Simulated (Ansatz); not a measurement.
Isolated molecules relaxed with PBE0-D4/def2-TZVP in Ansatz; ΔE leaves out vibrations. CBS: MP2 limit from def2 TZ/QZ plus the TZ coupled-cluster correction, frozen cores. DFT in def2-TZVPP. For Zn outer-core shells are correlated without core-valence functions, which leaves a few kJ/mol of doubt a bond. Scalar relativity is left out up to krypton. Each species was taken in one conformer, which may not be the lowest.

Consider the redistribution: `C[CH2][Zn][SH]` + `C[Si](N)(O)[SiH3]` → `C[CH2][Zn][NH2]` + `C[Si](O)([SiH3])S`.

```csv
level,ΔE (kJ/mol)
PBE0-D4,72.1
ωB97X-V,72.5
ωB97M-V,74.7
HF/def2-TZVPP,95.9
SCS-MP2/def2-TZVPP,69.3
HF/CBS(def2),96.1
MP2/CBS(def2),68.2
CCSD/CBS(def2),76.9
```

What does CCSD(T)/CBS give? (Estimate.)

Ansatz gave: +73.3 kJ/mol. The listed levels differ from it by -1.2, -0.8, 1.4, 22.6, -4.0, 22.8, -5.1, 3.6 kJ/mol.

Largest T1 diagnostic among the species: 0.014.

In def2-TZVPP, CCSD(T) changes the Hartree–Fock value by −24.6 kJ/mol (the triples alone add −3.6 kJ/mol) and MP2 by −29.6 kJ/mol. From PBE to PBE0 (25 % exact exchange), in def2-TZVPP and without D4, ΔE moves by +7.5 kJ/mol. The D4 term adds −3.1 kJ/mol with B3LYP and −1.6 kJ/mol with PBE0; it sums over pairs of atoms, weighted by their polarisabilities, and B3LYP, whose exchange is more repulsive, gets the larger term.

B3LYP here is the variant with VWN-RPA as its local correlation; programs differ in this.
